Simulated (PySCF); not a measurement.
PySCF input (CCSD(T)/cc-pVDZ):

```python
from pyscf import gto, scf, mp, cc as ccmod

mol = gto.M(
    atom='''
    S    -0.92221320    0.05614290    0.47181313
    S     0.92278838    0.05434478   -0.47089818
    H    -1.53509157   -0.87361723   -0.28708287
    H     1.52588870   -0.89418562    0.27244361
    ''',
    basis='cc-pvdz',
    charge=0,
    spin=0,
    verbose=4,
)

mf = scf.RHF(mol)
mf.conv_tol = 1e-10
mf.max_cycle = 100
mf.kernel()
mp2 = mp.MP2(mf, frozen=10).run()
cc = ccmod.CCSD(mf, frozen=10)
cc.max_cycle = 100
cc.kernel()
et = cc.ccsd_t()
print(f'E(CCSD(T)) = {cc.e_tot + et:.9f}')
```

End of the output:

```
Extra cycle  E= -796.223736592894  delta_E= -3.18e-12  |g|= 7.6e-07  |ddm|= 3.27e-06
converged SCF energy = -796.223736592894

******** <class 'pyscf.mp.mp2.RMP2'> ********
nocc = 7, nmo = 36
frozen orbitals 10
E(RMP2) = -796.491736909619  E_corr = -0.268000316724371
E(SCS-RMP2) = -796.49017487682  E_corr = -0.266438283926196
E_corr(same-spin) = -0.0636485724727479
E_corr(oppo-spin) = -0.204351744251623

******** <class 'pyscf.cc.ccsd.CCSD'> ********
CC2 = 0
CCSD nocc = 7, nmo = 36
frozen orbitals 10
max_cycle = 100
direct = 0
conv_tol = 1e-07
conv_tol_normt = 1e-05
diis_space = 6
diis_start_cycle = 0
diis_start_energy_diff = 1e+09
Init t2, MP2 energy = -796.49173690972  E_corr(MP2) -0.268000316826213
Init E_corr(CCSD) = -0.268000316826672
cycle = 1  E_corr(CCSD) = -0.292528501943947  dE = -0.0245281851  norm(t1,t2) = 0.044019
cycle = 2  E_corr(CCSD) = -0.299306271544651  dE = -0.0067777696  norm(t1,t2) = 0.0152294
cycle = 3  E_corr(CCSD) = -0.302093340858  dE = -0.00278706931  norm(t1,t2) = 0.00622902
cycle = 4  E_corr(CCSD) = -0.302311287444041  dE = -0.000217946586  norm(t1,t2) = 0.00123913
cycle = 5  E_corr(CCSD) = -0.302230810590012  dE = 8.0476854e-05  norm(t1,t2) = 0.00055384
cycle = 6  E_corr(CCSD) = -0.302226782720099  dE = 4.02786991e-06  norm(t1,t2) = 0.000165345
cycle = 7  E_corr(CCSD) = -0.302230420492991  dE = -3.63777289e-06  norm(t1,t2) = 5.76807e-05
cycle = 8  E_corr(CCSD) = -0.302229997852534  dE = 4.22640457e-07  norm(t1,t2) = 1.73959e-05
cycle = 9  E_corr(CCSD) = -0.302229874968031  dE = 1.22884504e-07  norm(t1,t2) = 8.00366e-06
cycle = 10  E_corr(CCSD) = -0.302229722929832  dE = 1.52038199e-07  norm(t1,t2) = 3.39838e-06
cycle = 11  E_corr(CCSD) = -0.302229651486207  dE = 7.14436252e-08  norm(t1,t2) = 1.33694e-06
CCSD converged
E(CCSD) = -796.5259662443804  E_corr = -0.3022296514862067
CCSD(T) correction = -0.00799087189541485
E(CCSD(T)) = -796.533957116
```
